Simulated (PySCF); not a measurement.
C₅H₃ClO.
Atom-mapped SMILES: `[O:1]=[CH:2][C:3]#[C:4]/[CH:5]=[CH:6]\[Cl:7]` (hydrogens: H8 on C2; H9 on C5; H10 on C6)

Computed by this run: HF/def2-SVP geometry optimisation, gas phase in PySCF 2.14.0; density fitting; the optimiser is geomeTRIC in internal coordinates, started from a GFN2-xTB structure.

Step 1: E = -19728.2189 eV
```
atom  x, y, z in Å  |  force x, y, z in eV/Å
O1     -3.2884   -0.4406   -1.3213   -0.331  -0.108   0.033
C2     -2.6172   -0.6086   -0.3646    0.178   0.094  -0.109
C3     -1.2125   -0.2201   -0.3333    0.059  -0.005   0.063
C4     -0.0637    0.1016   -0.3167    0.012  -0.058   0.156
C5      1.3092    0.5031   -0.3443    0.062   0.066  -0.136
C6      2.1807    0.3772    0.6451    0.087   0.018   0.007
Cl7     1.8401   -0.3035    2.1851   -0.043  -0.016   0.017
H8     -2.9984   -1.0638    0.5598   -0.060   0.003  -0.058
H9      1.6565    0.9501   -1.2678    0.056   0.010   0.029
H10     3.2028    0.7092    0.5359   -0.019  -0.005  -0.001
```

Step 2: E = -19728.1539 eV
```
atom  x, y, z in Å  |  force x, y, z in eV/Å
O1     -3.4100   -0.5075   -1.2340    0.805   0.412  -0.482
C2     -2.5960   -0.5960   -0.3814   -0.597  -0.586   1.091
C3     -1.1876   -0.2006   -0.3665   -0.285   0.263  -0.906
C4     -0.0372    0.1209   -0.3487   -0.083   0.008  -0.086
C5      1.3394    0.5227   -0.3747   -0.015  -0.037   0.084
C6      2.1698    0.3725    0.6469   -0.029  -0.006   0.007
Cl7     1.7108   -0.3251    2.1491    0.123   0.004   0.075
H8     -2.8981   -1.0422    0.5751    0.105  -0.036   0.181
H9      1.7161    0.9743   -1.2843   -0.028  -0.015   0.016
H10     3.2019    0.6855    0.5963    0.005  -0.007   0.020
```

Step 3: E = -19728.2179 eV
```
atom  x, y, z in Å  |  force x, y, z in eV/Å
O1     -3.3536   -0.4745   -1.2804    0.337   0.135  -0.107
C2     -2.6079   -0.6030   -0.3725   -0.252  -0.216   0.388
C3     -1.2004   -0.2101   -0.3507   -0.095   0.136  -0.430
C4     -0.0502    0.1116   -0.3332   -0.067  -0.034   0.036
C5      1.3253    0.5135   -0.3595    0.001   0.004  -0.017
C6      2.1765    0.3754    0.6464    0.014   0.000   0.004
Cl7     1.7767   -0.3151    2.1684    0.037  -0.001   0.036
H8     -2.9491   -1.0534    0.5691    0.016  -0.019   0.060
H9      1.6877    0.9623   -1.2763    0.012  -0.002   0.023
H10     3.2040    0.6979    0.5665   -0.003  -0.004   0.008
```

Problem. Estimate the geometry and energy of step 4. (The exact step hangs on the optimiser's Hessian estimate; all steps are aligned on step 3, rigid shifts and turns removed.)

Solution. E = -19728.2283 eV, largest force 0.096 eV/Å
```
atom  x, y, z in Å  |  force x, y, z in eV/Å
O1     -3.3314   -0.4651   -1.2868    0.018  -0.001   0.019
C2     -2.6110   -0.6079   -0.3612   -0.008  -0.013   0.017
C3     -1.2047   -0.2089   -0.3574    0.017   0.040  -0.086
C4     -0.0542    0.1123   -0.3390   -0.036  -0.018   0.019
C5      1.3233    0.5132   -0.3615   -0.026  -0.023   0.040
C6      2.1737    0.3740    0.6458    0.009   0.015  -0.020
Cl7     1.7828   -0.3134    2.1721    0.007  -0.001   0.001
H8     -2.9611   -1.0606    0.5767    0.016   0.006  -0.001
H9      1.6910    0.9636   -1.2751   -0.001  -0.004   0.007
H10     3.2006    0.6974    0.5641    0.005   0.000   0.003
```

The energy changes by -0.0104 eV. The first-order estimate −F·Δx gives -0.0199 eV and the mean of the old and new forces, exact on a quadratic surface, -0.0104 eV. The step makes an angle of 45° with the force vector and moves no atom by more than 0.025 Å.

The cost below is that of the whole optimisation. On one thread, Arm Neoverse N1 (aarch64) (shared host), this took 33 s and 0.50 GiB of memory at its peak.
